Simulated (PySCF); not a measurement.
CF₄ (SMILES FC(F)(F)F), singlet, geometry from GFN2-xTB; TPSS/STO-3G in PySCF.

PySCF was given this input:
```python
from pyscf import gto, scf, dft

mol = gto.Mole()
mol.atom = '''
    C     0.000000    0.000000   -0.000000
    F     0.761567    0.766691    0.747684
    F    -0.749402   -0.756914    0.769615
    F    -0.767915    0.750644   -0.757410
    F     0.755750   -0.760420   -0.759889
'''
mol.basis = 'sto-3g'
mol.charge = 0
mol.spin = 0
mol.verbose = 4
mol.build()

mf = dft.RKS(mol)
mf.xc = 'tpss'
mf.kernel()
mf.analyze()
```

It wrote (shortened):

```
PySCF version 2.14.0

[INPUT] verbose = 4
[INPUT] num. atoms = 5
[INPUT] num. electrons = 42
[INPUT] charge = 0
[INPUT] spin (= nelec alpha-beta = 2S) = 0
[INPUT] symmetry False subgroup None
[INPUT] Mole.unit = angstrom
[INPUT] Symbol           X                Y                Z      unit          X                Y                Z       unit  Magmom
[INPUT]  1 C      0.000000000000   0.000000000000   0.000000000000 AA    0.000000000000   0.000000000000   0.000000000000 Bohr   0.0
[INPUT]  2 F      0.761567000000   0.766691000000   0.747684000000 AA    1.439153055507   1.448836012169   1.412917987719 Bohr   0.0
[INPUT]  3 F     -0.749402000000  -0.756914000000   0.769615000000 AA   -1.416164537201  -1.430360159849   1.454361571357 Bohr   0.0
[INPUT]  4 F     -0.767915000000   0.750644000000  -0.757410000000 AA   -1.451149036945   1.418511577048  -1.431297464007 Bohr   0.0
[INPUT]  5 F      0.755750000000  -0.760420000000  -0.759889000000 AA    1.428160518640  -1.436985539642  -1.435982095070 Bohr   0.0

nuclear repulsion = 206.829469735901
number of shells = 15
number of NR pGTOs = 75
number of NR cGTOs = 25
basis = sto-3g
ecp = {}

******** <class 'pyscf.dft.rks.RKS'> ********
method = RKS
initial guess = minao
damping factor = 0
level_shift factor = 0
DIIS = <class 'pyscf.scf.diis.CDIIS'>
diis_start_cycle = 1
diis_space = 8
diis_damp = 0
SCF conv_tol = 1e-09
SCF conv_tol_grad = None
SCF max_cycles = 50
direct_scf = True
direct_scf_tol = 1e-13
XC library pyscf.dft.libxc version 7.1.2
    S. Lehtola, C. Steigemann, M. J. T. Oliveira, and M. A. L. Marques,  SoftwareX 7, 1–5 (2018)
XC functionals = tpss
    J. Tao, J. P. Perdew, V. N. Staroverov, and G. E. Scuseria,  Phys. Rev. Lett. 91, 146401 (2003)
    J. P. Perdew, J. Tao, V. N. Staroverov, and G. E. Scuseria,  J. Chem. Phys. 120, 6898 (2004)
    J. Tao, J. P. Perdew, V. N. Staroverov, and G. E. Scuseria,  Phys. Rev. Lett. 91, 146401 (2003)
    J. P. Perdew, J. Tao, V. N. Staroverov, and G. E. Scuseria,  J. Chem. Phys. 120, 6898 (2004)
radial grids:
    Treutler-Ahlrichs [JCP 102, 346 (1995); DOI:10.1063/1.469408] (M4) radial grids

becke partition: Becke, JCP 88, 2547 (1988); DOI:10.1063/1.454033
pruning grids: <function nwchem_prune>
grids dens level: 3
symmetrized grids: False
atomic radii adjust function: <function treutler_atomic_radii_adjust>
small_rho_cutoff = 0
Set gradient conv threshold to 3.16228e-05
Initial guess from minao.
tot grids = 71168
init E= -432.179203412164
  HOMO = -0.419736436377544  LUMO = 0.234959919147556  gap/eV = 17.81520
cycle= 1 E= -431.02720347044  delta_E= 1.15  |g|= 0.865  |ddm|= 2.99
  HOMO = -0.128923860554731  LUMO = 0.25441456809037  gap/eV = 10.43117
cycle= 2 E= -430.956559189705  delta_E= 0.0706  |g|= 1.03  |ddm|= 2.33
  HOMO = -0.15611629347873  LUMO = 0.356327062330713  gap/eV = 13.94429
cycle= 3 E= -431.253530646628  delta_E= -0.297  |g|= 0.0114  |ddm|= 1.31
  HOMO = -0.160732753711257  LUMO = 0.348399455468973  gap/eV = 13.85419
cycle= 4 E= -431.253575120365  delta_E= -4.45e-05  |g|= 0.000433  |ddm|= 0.0216
  HOMO = -0.160755001722763  LUMO = 0.348317722106838  gap/eV = 13.85257
cycle= 5 E= -431.253575178287  delta_E= -5.79e-08  |g|= 4.91e-06  |ddm|= 0.000733
  HOMO = -0.160755049977184  LUMO = 0.348317533170891  gap/eV = 13.85257
cycle= 6 E= -431.253575178293  delta_E= -6.14e-12  |g|= 9.22e-07  |ddm|= 7.1e-06
  HOMO = -0.160755212065621  LUMO = 0.348317506815083  gap/eV = 13.85257
Extra cycle  E= -431.253575178293  delta_E= 4.55e-13  |g|= 1.19e-06  |ddm|= 3.34e-06
converged SCF energy = -431.253575178293
**** SCF Summaries ****
Total Energy =                        -431.253575178292806
Nuclear Repulsion Energy =             206.829469735900545
One-electron Energy =                -1015.209808317096076
Two-electron Energy =                  377.126763402902725
Two-electron Coulomb Energy =          424.892495292540275
DFT Exchange-Correlation Energy =      -47.765731889637571
HOMO-LUMO gap [eV] =                    13.852574265713768
**** MO energy ****
MO #1   energy= -24.1385581782045  occ= 2
MO #2   energy= -24.1381133874262  occ= 2
MO #3   energy= -24.1381132397409  occ= 2
MO #4   energy= -24.1381129328596  occ= 2
MO #5   energy= -10.0700210212403  occ= 2
MO #6   energy= -1.17376552461138  occ= 2
MO #7   energy= -1.04649986903539  occ= 2
MO #8   energy= -1.04649981174917  occ= 2
MO #9   energy= -1.04649978257816  occ= 2
MO #10  energy= -0.490627159756929 occ= 2
MO #11  energy= -0.408810934851299 occ= 2
MO #12  energy= -0.408810857509828 occ= 2
MO #13  energy= -0.408810719603816 occ= 2
MO #14  energy= -0.208934972585238 occ= 2
MO #15  energy= -0.208934913126503 occ= 2
MO #16  energy= -0.188741036557306 occ= 2
MO #17  energy= -0.188740934331595 occ= 2
MO #18  energy= -0.18874092937812  occ= 2
MO #19  energy= -0.160755485697768 occ= 2
MO #20  energy= -0.160755436902808 occ= 2
MO #21  energy= -0.160755212065621 occ= 2
MO #22  energy= 0.348317506815083  occ= 0
MO #23  energy= 0.35232071990323   occ= 0
MO #24  energy= 0.352320936017614  occ= 0
MO #25  energy= 0.352321332138187  occ= 0
 ** Mulliken pop on meta-lowdin orthogonal AOs  **
 ** Mulliken pop  **
pop of  0 C 1s            1.99982
pop of  0 C 2s            1.04517
pop of  0 C 2px           0.89303
pop of  0 C 2py           0.89303
pop of  0 C 2pz           0.89303
pop of  1 F 1s            1.99994
pop of  1 F 2s            1.88342
pop of  1 F 2px           1.72722
pop of  1 F 2py           1.72485
pop of  1 F 2pz           1.73355
pop of  2 F 1s            1.99994
pop of  2 F 2s            1.88342
pop of  2 F 2px           1.73277
pop of  2 F 2py           1.72935
pop of  2 F 2pz           1.72349
pop of  3 F 1s            1.99994
pop of  3 F 2s            1.88342
pop of  3 F 2px           1.72428
pop of  3 F 2py           1.73221
pop of  3 F 2pz           1.72912
pop of  4 F 1s            1.99994
pop of  4 F 2s            1.88342
pop of  4 F 2px           1.72988
pop of  4 F 2py           1.72774
pop of  4 F 2pz           1.72799
 ** Mulliken atomic charges  **
charge of    0C =      0.27590
charge of    1F =     -0.06898
charge of    2F =     -0.06898
charge of    3F =     -0.06898
charge of    4F =     -0.06898
Dipole moment(X, Y, Z, Debye):  0.00000, -0.00001, -0.00000
```
